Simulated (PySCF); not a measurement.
Job file and geometry (Å, from GFN2-xTB) of an NMR shielding run on `N1([SiH3])C(C#N)=C(Cl)N=N1`, C3H3ClN4Si, GIAO PBE0/pcSseg-1 NMR shielding, non-relativistic, gas phase in PySCF; density fitting, a coarse starting grid and PySCF grid level 2 are the driver's defaults:

```
$ OMP_NUM_THREADS=1 python probes_run.py task.json out

{"job": {"kind": "nmr", "xc": "PBE0", "basis": "pcSseg-1"}, "charge": 0, "multiplicity": 1}
N      0.266102     2.864497    -0.622825
C      0.492601     1.760685    -0.408306
C      0.764334     0.417535    -0.145726
C      1.963725    -0.294815    -0.083230
Cl     3.539818     0.266923    -0.316285
N      1.661350    -1.573739     0.206309
N      0.397942    -1.687016     0.321985
N     -0.194209    -0.515153     0.119257
Si    -1.961918    -0.339418     0.212620
H     -2.371912    -1.696329     0.529057
H     -2.190906     0.647505     1.263984
H     -2.365727     0.148639    -1.102867
```

Question: Write the output of this run.

Answer: 
```
coarse grid: 12616 points
cycle   1  E = -1083.9198072584  dE =  1.818e+00  |g| = 5.641e-01  |ddm| = 3.789e+00
cycle   2  E = -1083.6654475377  dE =  2.544e-01  |g| = 1.193e+00  |ddm| = 1.832e+00
cycle   3  E = -1083.9926182275  dE = -3.272e-01  |g| = 1.357e-01  |ddm| = 1.245e+00
cycle   4  E = -1083.9952009481  dE = -2.583e-03  |g| = 7.647e-02  |ddm| = 1.504e-01
cycle   5  E = -1083.9964171155  dE = -1.216e-03  |g| = 1.614e-02  |ddm| = 7.106e-02
cycle   6  E = -1083.9964590375  dE = -4.192e-05  |g| = 7.463e-03  |ddm| = 1.709e-02
cycle   7  E = -1083.9964704740  dE = -1.144e-05  |g| = 1.943e-03  |ddm| = 7.838e-03
cycle   8  E = -1083.9964712894  dE = -8.154e-07  |g| = 5.580e-04  |ddm| = 2.177e-03
final grid: 117384 points
cycle   9  E = -1084.0431375864  dE = -2.814e-05  |g| = 4.759e-03  |ddm| = 3.701e-02
cycle  10  E = -1084.0431355446  dE =  2.042e-06  |g| = 5.246e-03  |ddm| = 9.944e-03
cycle  11  E = -1084.0431413880  dE = -5.843e-06  |g| = 1.680e-03  |ddm| = 6.315e-03
cycle  12  E = -1084.0431419979  dE = -6.099e-07  |g| = 5.422e-04  |ddm| = 1.896e-03
cycle  13  E = -1084.0431420582  dE = -6.028e-08  |g| = 1.360e-04  |ddm| = 5.371e-04
cycle  14  E = -1084.0431420614  dE = -3.294e-09  |g| = 6.629e-05  |ddm| = 1.584e-04
cycle  15  E = -1084.0431420623  dE = -8.924e-10  |g| = 1.880e-05  |ddm| = 6.131e-05
converged SCF energy = -1084.0431420623

GIAO shielding tensors (ppm)
atom      isotropic    diamagn.    paramagn.     s11        s22        s33       span
  0 N      -85.150     340.138    -425.288   -259.030   -182.935    186.516    445.545
  1 C       72.393     258.246    -185.853    -41.221    -34.780    293.179    334.400
  2 C       66.378     249.334    -182.956    -12.366     71.941    139.557    151.923
  3 C       30.085     251.970    -221.885    -39.118     48.108     81.266    120.384
  4 Cl     767.990    1144.752    -376.763    548.083    789.868    966.018    417.935
  5 N     -125.847     325.947    -451.794   -362.114   -171.129    155.700    517.813
  6 N     -158.412     314.016    -472.429   -456.280   -134.387    115.430    571.710
  7 N        1.504     328.920    -327.416   -139.119     15.877    127.754    266.873
  8 Si     394.048     880.512    -486.464    368.206    381.349    432.590     64.384
  9 H       26.216      28.831      -2.614     22.251     25.377     31.021      8.770
 10 H       26.426      29.358      -2.932     22.809     25.467     31.001      8.192
 11 H       26.425      29.352      -2.927     22.813     25.458     31.003      8.190
```

Question: Turn these shieldings into chemical shifts. Shifts are taken against calculated references (same method and geometry level): NH3 for 15N (267.73 ppm); 13C (186.93 ppm) and 29Si (349.16 ppm) and 1H (31.72 ppm) against TMS; 35Cl (949.78 ppm) vs HCl.

Answer: Averaging equivalent atoms: N 6: 426.1; N 5: 393.6; N 0: 352.9; N 7: 266.2; C 3: 156.8; C 2: 120.5; C 1: 114.5; Cl 4: 182; Si 8: -44.9; H 9/10/11: 5.36 ppm. Experimental scales use liquid or dissolved standards, which lie at an offset from isolated NH3 (liquid NH3: subtract about 20 ppm). Unscaled 15N shifts of sp2 nitrogen come out 20 to 40 ppm too high even then.

Size and cost of the density-fitted run: 182 basis functions, 40 s wall time on 1 thread of an Arm Neoverse V1, shared host; peak memory 0.81 GiB.
